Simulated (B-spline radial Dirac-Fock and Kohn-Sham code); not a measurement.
## Subshell photoionisation cross sections of Sm⁵⁺ against photon energy

System: the Sm⁵⁺ ion, [Xe] 4f3.

The run's input, task.json:

```json
{"items": [{
  "Z": 62,
  "q": 5,
  "cfg": [[1, 0, 2], [2, 0, 2], [2, 1, 6], [3, 0, 2], [3, 1, 6], [3, 2, 10], [4, 0, 2], [4, 1, 6], [4, 2, 10], [4, 3, 3], [5, 0, 2], [5, 1, 6]],
  "A": 152,
  "rrms": 5.0819,
  "do": ["binding", "quiet", "photo", "scan"],
  "hv": [26.9, 53.1, 72.2, 140.0, 189.0, 218.0, 233.0, 343.0, 374.0, 414.0, 428.0, 454.0, 997.0, 1070.0, 1150.0, 1570.0, 2990.0, 4740.0, 14200.0, 36100.0, 40400.0, 42900.0, 74900.0, 99000.0]
}]}
```

Launch: `python xray_run.py task.json out`

Model: Dirac-Hartree-Slater photoionisation with all multipoles and Dirac-Fock thresholds. Program: a radial B-spline solver. Values are in kb; a dash marks an energy below the computed threshold.

```tsv
hν (eV)	2s	3p1/2	4d3/2	4d5/2	5s
140	–	–	–	–	128
189	–	–	–	–	96.8
218	–	–	–	282	81.6
233	–	–	196	326	75.3
343	–	–	343	547	43.3
374	–	–	351	554	38.1
414	–	–	348	541	32.9
428	–	–	344	533	31.4
454	–	–	335	516	28.8
997	–	–	122	178	8.55
1070	–	–	107	156	7.62
1150	–	–	92.5	135	6.76
1570	–	–	47.3	68.1	4.00
2990	–	30.6	9.24	13.0	1.27
4740	–	12.6	2.42	3.34	0.534
14200	5.31	0.912	0.0606	0.0796	0.0583
36100	0.700	0.0649	0.00173	0.00214	0.00711
40400	0.536	0.0463	0.00111	0.00136	0.00543
42900	0.464	0.0386	0.000873	0.00107	0.00470
74900	0.116	0.00689	9.32e-05	0.000108	0.00117
99000	0.0561	0.00287	3.04e-05	3.45e-05	0.000568
```

At 99000 eV the multipoles beyond E1 give 18.8 % of 2s, 34.6 % of 3p1/2, 54.2 % of 4d3/2, 55.7 % of 4d5/2, 19.5 % of 5s.

Run: 7.5 s of CPU time on 1 thread of Neoverse-N1 (shared host), peak memory 0.39 GiB.
